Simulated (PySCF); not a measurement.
Compound: C3H9NO2Si2.
Structure used (PBE0-D3(BJ)/def2-SVP), in Å, numbered top down from 1:
```xyz
17
C3H9NO2Si2 angstrom
N      2.7552   -0.3582   -0.9806
C      2.1142    0.7880   -0.6521
O      2.4353    1.8961   -1.0480
Si     0.5826    0.6171    0.4771
C     -1.0300    1.0657   -0.4021
C     -2.1088    0.0879    0.1163
Si    -1.2469   -1.5644    0.4591
O      0.3153   -1.0224    0.7842
H      3.5759   -0.3259   -1.5758
H      2.4481   -1.2416   -0.5939
H      0.8270    1.3656    1.7422
H     -0.8627    0.9196   -1.4830
H     -1.3214    2.1197   -0.2735
H     -2.5224    0.4500    1.0738
H     -2.9611    0.0001   -0.5765
H     -1.7995   -2.3051    1.6297
H     -1.2239   -2.4801   -0.7222
```

Method used: PySCF, PBE0-D3(BJ)/def2-SVP geometry optimisation, gas phase.

Take the most abundant isotopes and a rigid rotor. The values belong to one conformer with, in the numbering `[NH2:1][C:2](=[O:3])[Si@H:4]1[CH2:5][CH2:6][SiH2:7][O:8]1`, N1–C2–Si4–C5 -113°, C2–Si4–C5–C6 143°, Si4–C5–C6–Si7 -33°, C5–C6–Si7–O8 27°, C6–Si7–O8–Si4 -8°.

Give the principal moments of inertia and the rotational constants in MHz.

Ia = 178.81, Ib = 530.63, Ic = 634.74 u·Å²; 505379 MHz·u·Å²/I gives A = 2826, B = 952.4, C = 796.2 MHz.

What kind of rotor is it?

An asymmetric top; Ray's κ = -0.846.

Is it planar, by Δ = Ic − Ia − Ib?

Not planar: Δ = Ic − Ia − Ib = -74.69 u·Å². For a rigid frame Δ = −2 Σ m c², so Σ m c² = 37.35 u·Å² lies off the ab plane: 11.98 from hydrogen and 25.37 from heavier atoms. The atom farthest from that plane is 2.09 Å away.

Give the other two planar moments, Paa and Pbb, and the rms extents of the mass along the axes.

Paa = Σ m a² = (Ib + Ic − Ia)/2 = 493.28 and Pbb = Σ m b² = (Ia + Ic − Ib)/2 = 141.46 u·Å². With the mass M = 147.02 u, the rms extents √(P/M) along a, b and c are 1.83, 0.98, 0.50 Å.

Predict some low-J microwave lines.

The dipole components are |μa| = 2.20 D, |μb| = 1.43 D, |μc| = 0.96 D. The squared components, which scale the intensities, stand as 1.00 : 0.42 : 0.19 (a : b : c). Some lines, for components of 0.1 D or more:

```tsv
type	branch	J(Ka,Kc)	MHz	lower level (cm⁻¹)
a	Q	2(1,1) ← 2(1,2)	469	0.232
a	Q	3(1,2) ← 3(1,3)	937	0.399
a	R	1(0,1) ← 0(0,0)	1749	0.000
b	Q	2(1,1) ← 2(0,2)	2196	0.175
a	R	2(1,2) ← 1(1,1)	3341	0.121
b	R	1(1,1) ← 0(0,0)	3623	0.000
c	R	1(1,0) ← 0(0,0)	3779	0.000
a	R	3(1,3) ← 2(1,2)	5006	0.232
a	R	3(0,3) ← 2(0,2)	5209	0.175
a	R	3(1,2) ← 2(1,1)	5474	0.248
c	Q	2(2,1) ← 2(1,1)	5622	0.248
b	Q	2(2,0) ← 2(1,1)	5631	0.248
c	R	3(1,2) ← 2(0,2)	7670	0.175
b	Q	3(3,0) ← 3(2,1)	9720	0.612
c	R	3(3,1) ← 2(2,1)	15012	0.435
```

Estimate the classical rotational partition function at 25 K, 50 K and 200 K.

Point group C1, symmetry number σ = 1; q = (√π/σ)·√((kT/h)³/(ABC)), k/h = 20836.6 MHz/K: 14400 at 25 K, 40700 at 50 K, 326000 at 200 K.

Whether it is a minimum is left open (no frequencies). Zero-point vibration and centrifugal distortion are left out. Quadrupole hyperfine structure (14N) is left out.
